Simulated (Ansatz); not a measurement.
Rb3H3⁺: single points at one geometry.

```yaml
crystal:
  periodic: [false, false, false]
  atoms:
    - {symbol: Rb, position_ang: [-0.870681, 0.252315, 2.036217]}
    - {symbol: Rb, position_ang: [1.960846, -2.830263, -0.842864]}
    - {symbol: Rb, position_ang: [-5.344535, 2.622197, 0.540525]}
    - {symbol: H, position_ang: [0.626087, -1.321897, 0.645943]}
    - {symbol: H, position_ang: [1.639849, 0.433192, -0.928306]}
    - {symbol: H, position_ang: [1.988434, 0.844465, -1.451526]}
basis:
  gaussian: {orbitals: def2-TZVP, initial_orbitals: start.molden}
total_charge: 1
magnetization: {spin_polarized: true, initial_magnetization: 1}
hamiltonian: {xc: r2scan, dispersion: d4}
scf: {omitted_lower_state_checks: [starts]}
output: {orbitals: {seedname: orbitals}}
```

The file start.molden holds the orbitals of an earlier run on this structure, at another level or in another basis.

```sh
$ ansatz run in.yaml --threads 4 --pin off --events-out ev --progress --plain --max-ram 3916MiB
```

It prints (some lines left out):

```
Functional definition: r2SCAN
1104 factors; their error is unknown
mean field evaluation 1: about -2012.2830 eV, gradient 1.2e0 eV
mean field evaluation 2: about -2012.2939 eV, gradient 1.3e-2 eV
mean field evaluation 4: about -2012.2900 eV, gradient 5.2e-5 eV
mean field -2012.28996514 eV, -73.9502922399 hartree, gradient 1.2e-5 eV, S^2 0.750283; 0 other end points of the search recorded, 0 dependent functions left out
reference -2012.29001777 eV, -73.9502941738 hartree; 15, 14 occupied and 102, 103 virtual orbitals, 1104 factors
Total energy: -2012.31785745 eV, -73.9513172632 hartree
Checks for a lower state left out: starts
```

It took 5.5 s on 4 threads of Arm Neoverse V2 on a shared host.

First input, but with `hamiltonian: {xc: pbe, dispersion: d4}`, `output: {forces: true, orbitals: {seedname: orbitals}}` (abridged; 2.8 s):

```
Functional definition: PBE
mean field -2010.79024621 eV, -73.8951785855 hartree, gradient 1.1e-5 eV, S^2 0.750107
Total energy: -2010.90782089 eV, -73.8994993756 hartree
Atom 0 force    -0.023242     0.007176    -0.013081 eV/Å
Atom 1 force     0.013490    -0.004101     0.004732 eV/Å
Atom 2 force     0.010436    -0.000745     0.013156 eV/Å
Atom 3 force    -0.002846    -0.002864    -0.000000 eV/Å
Atom 4 force    -0.102726    -0.121031     0.150833 eV/Å
Atom 5 force     0.104887     0.121566    -0.155639 eV/Å
Dipole moment:     0.346541    -0.479085    -0.428036 e Å
Checks for a lower state left out: starts
```

First input, but with `gaussian: {orbitals: def2-TZVPP, initial_orbitals: start.molden}`, `correlation: {method: ccsd_t}`, `scf: {omitted_lower_state_checks: [starts, cluster_reference]}` and without the key `hamiltonian` (abridged; 4 min):

```
Functional definition: HF
mean field -1986.59915501 eV, -73.0061723815 hartree, gradient 1.2e-6 eV, S^2 0.750260
second order -9.09378232 eV of doubles, -0.00000000 eV of singles
cycle   1  -10.04328418 eV  change   -9.5e-1 eV  update   6.9e-2
cycle   2  -10.34301383 eV  change   -3.0e-1 eV  update   2.5e-2
cycle   3  -10.35506530 eV  change   -1.2e-2 eV  update   1.1e-2
cycle   4  -10.34868866 eV  change    6.4e-3 eV  update   5.4e-3
cycle   5  -10.34760313 eV  change    1.1e-3 eV  update   2.5e-3
cycle   6  -10.34837926 eV  change   -7.8e-4 eV  update   1.1e-3
cycle   7  -10.34839661 eV  change   -1.7e-5 eV  update   5.0e-4
cycle   8  -10.34834836 eV  change    4.8e-5 eV  update   2.1e-4
cycle   9  -10.34838097 eV  change   -3.3e-5 eV  update   7.9e-5
cycle  10  -10.34837509 eV  change    5.9e-6 eV  update   3.0e-5
perturbative correction -0.16074456 eV, -0.0059072536 hartree
Total energy: -1997.10827466 eV, -73.3923754052 hartree
Checks for a lower state left out: starts, cluster_reference
```

As the first input, with `hamiltonian: {xc: {name: BLYP}, dispersion: d4}` (abridged; 2.8 s):

```
Functional definition: BLYP
mean field -2008.37834140 eV, -73.8065427188 hartree, gradient 2.4e-5 eV, S^2 0.750104
Total energy: -2008.61174352 eV, -73.8151200884 hartree
Checks for a lower state left out: starts
```

As the first input, with `hamiltonian: {xc: {name: revPBE}, dispersion: d4}` (abridged; 2.5 s):

```
Functional definition: revPBE
mean field -2013.42641262 eV, -73.9920559142 hartree, gradient 1.6e-5 eV, S^2 0.750084
Total energy: -2013.67117091 eV, -74.0010506155 hartree
Checks for a lower state left out: starts
```

The first input with `hamiltonian: {xc: pbe0, dispersion: d4}` (abridged; 2.7 s):

```
Functional definition: PBE0
mean field -2010.91878470 eV, -73.8999022881 hartree, gradient 2.1e-5 eV, S^2 0.750107
Total energy: -2011.02353922 eV, -73.9037519457 hartree
Checks for a lower state left out: starts
```

Geometry: PBE0-D4/def2-TZVP.

In the def2 sets Rb takes a core potential; there is no spin–orbit coupling. Correlated methods freeze no core orbitals; core or outer-core shells of Rb are correlated, in sets that lack core-valence functions. In the doublet, H5 and H6 lie 0.75 Å apart (atoms count from 1), so H2 has formed as a molecule. Another isomer (doublet) lies 0.03 eV lower at PBE0-D4/def2-TZVP; other spin states weren't run for this one.
